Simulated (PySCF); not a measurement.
# `O=C/C=C/[SiH]1SCCS1`: 4 charge schemes on one density

Species: C5H8OS2Si.
Structure used (GFN2-xTB), in Å, numbered top down from 1:
```xyz
17
C5H8OS2Si angstrom
O      4.385    1.022   -0.393
C      3.653    0.218    0.121
C      2.241    0.030   -0.221
C      1.485   -0.911    0.349
Si    -0.331   -1.211   -0.027
S     -1.600   -0.711    1.639
C     -2.309    0.795    0.882
C     -2.578    0.593   -0.591
S     -1.036    0.193   -1.487
H      4.015   -0.464    0.917
H      1.843    0.692   -0.978
H      1.935   -1.549    1.100
H     -0.617   -2.586   -0.409
H     -1.609    1.614    1.046
H     -3.235    0.996    1.419
H     -3.286   -0.218   -0.757
H     -2.963    1.508   -1.040
```

Density: PBE0/pcSseg-1 (PySCF); schemes: Mulliken, IAO, Hirshfeld and ESP-fitted. One conformer (not necessarily the lowest) at the GFN2-xTB geometry, without solvent, vibrations or thermal averaging.

**Question.** Which atoms carry the lowest charge in the Mulliken, IAO, Hirshfeld and ESP-fitted schemes?

**Answer.** The schemes don't all agree: Mulliken C4 (-0.386); IAO C4 (-0.401); Hirshfeld O1 (-0.221); ESP-fitted O1 (-0.438).

**Question.** For which atoms does the sign change between the 4 schemes (beyond +0.03 e in one, beyond −0.03 e in another)?

**Answer.** For none.

**Question.** At which atom do the 4 schemes differ most?

**Answer.** At Si5: from +0.312 (Hirshfeld) to +0.772 e (Mulliken), 0.460 e apart.

**Question.** Tabulate the Mulliken, IAO, Hirshfeld and ESP-fitted charges.

**Answer.** In e:

```tsv
atom	environment	Mulliken	IAO	Hirshfeld	ESP-fitted
O1	aldehyde oxygen	-0.347	-0.378	-0.221	-0.438
C2	aldehyde carbon	+0.283	+0.252	+0.120	+0.444
C3	alkene CH carbon	-0.184	-0.163	-0.042	-0.090
C4	alkene CH carbon	-0.386	-0.401	-0.117	-0.436
Si5	SiH silicon	+0.772	+0.752	+0.312	+0.666
S6	sulfur bonded to C and Si	-0.256	-0.188	-0.095	-0.281
C7	sp3 carbon bound to sulfur	-0.315	-0.329	-0.069	-0.284
C8	sp3 carbon bound to sulfur	-0.318	-0.328	-0.067	-0.268
S9	sulfur bonded to C and Si	-0.263	-0.183	-0.077	-0.279
H10	formyl hydrogen	+0.068	+0.093	+0.039	-0.004
H11	vinylic hydrogen	+0.135	+0.165	+0.043	+0.140
H12	vinylic hydrogen	+0.135	+0.160	+0.050	+0.204
H13	Si–H hydrogen	-0.026	-0.117	-0.072	-0.107
H14	methylene hydrogen	+0.176	+0.161	+0.042	+0.159
H15	methylene hydrogen	+0.173	+0.171	+0.055	+0.213
H16	methylene hydrogen	+0.176	+0.160	+0.043	+0.147
H17	methylene hydrogen	+0.174	+0.172	+0.056	+0.213
```

Mean size of the charges over all atoms: ESP-fitted 0.257 e, Mulliken 0.246 e, IAO 0.245 e, Hirshfeld 0.089 e. Each set sums to the total charge, 0, to within 0.001 e. The Mulliken scheme counts on each atom the diagonal of the density matrix times the overlap matrix over that atom's basis functions.

**Question.** How closely do the schemes follow one another over all atoms?

**Answer.** Correlation coefficient and root-mean-square difference: Mulliken with IAO 0.99, 0.039 e; Mulliken with ESP-fitted 0.97, 0.070 e; IAO with ESP-fitted 0.97, 0.074 e; IAO with Hirshfeld 0.96, 0.184 e; Hirshfeld with ESP-fitted 0.95, 0.196 e; Mulliken with Hirshfeld 0.95, 0.190 e.

**Question.** Sum the charges by element, for elements with more than one atom.

**Answer.** 
| element | atoms | Mulliken | IAO | Hirshfeld | ESP-fitted |
| --- | --- | --- | --- | --- | --- |
| C | 5 | -0.919 | -0.969 | -0.175 | -0.633 |
| S | 2 | -0.519 | -0.371 | -0.172 | -0.560 |
| H | 8 | +1.012 | +0.966 | +0.255 | +0.966 |

These values come from a run that also computed NMR shieldings. Time: 91 s (grids of density and orbitals included); peak memory 0.95 GiB. Hardware: an Arm Neoverse V1 with one thread (shared host).
